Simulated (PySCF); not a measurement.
# Working out the ionisation energy of Pb²⁺

Pb²⁺ [Xe] 4f14 5d10 6s2 (1S) → Pb³⁺ [Xe] 4f14 5d10 6s1 (2S). Computed with PySCF 2.14 in x2c-TZVPPall (11s7p6d3f, 83 functions), with the spin-free X2C one-electron Hamiltonian (Gaussian nucleus). Frozen: [Kr] 4d10 4f14. Energies in hartree (1 hartree = 27.21139 eV):

```tsv
part	Pb²⁺ (lower)	Pb³⁺ (upper)
UHF	-20879.145919	-20878.049765
CCSD correlation	-0.432822	-0.368551
(T)	-0.008285	-0.005320
```

What does Hartree-Fock give?

(-20878.049765) − (-20879.145919) = 1.096154 hartree = 29.828 eV.

What do CCSD and CCSD(T) give?

The CCSD correlation energies differ by 0.064271 hartree = 1.749 eV and the triples by 0.002965 hartree = 0.081 eV, so CCSD gives 31.577 eV and CCSD(T) 31.658 eV.

Measured between the centres of the two terms (NIST): 31.937 eV, so CCSD(T) (valence and next inner shell) is off by -0.279 eV.

What remains against the reference includes basis incompleteness, the frozen core and higher excitations.
